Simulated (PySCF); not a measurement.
Input file for PySCF: R-B3LYP/3-21G on H3NSSn (SMILES [NH2][Sn][SH]), a point of a torsion scan.

```python
from pyscf import gto, scf, dft, mp
from pyscf.data.elements import chemcore

mol = gto.M(
    atom='''
    N    -1.15987907    0.02793837   -0.04576508
    Sn   -0.55895695   -0.42105873    1.85442814
    S     1.51104939    0.88079250    1.69884450
    H    -0.94161964    0.87542125   -0.55126901
    H    -1.99903657   -0.35413731   -0.46213673
    H     1.96338888    0.63061148    2.92135722
    ''',
    basis='3-21g',
    charge=0, spin=0, verbose=3, max_memory=1800)
mf = dft.RKS(mol, xc='b3lyp')
mf.conv_tol = 1e-8
mf.max_cycle = 100
mf.kernel()
if not mf.converged:
    mf = mf.newton().run(mf.mo_coeff, mf.mo_occ)
```

It printed:

```
converged SCF energy = -6451.37250031071
```

The run converged.

Cost: around 5 core-seconds (rough).
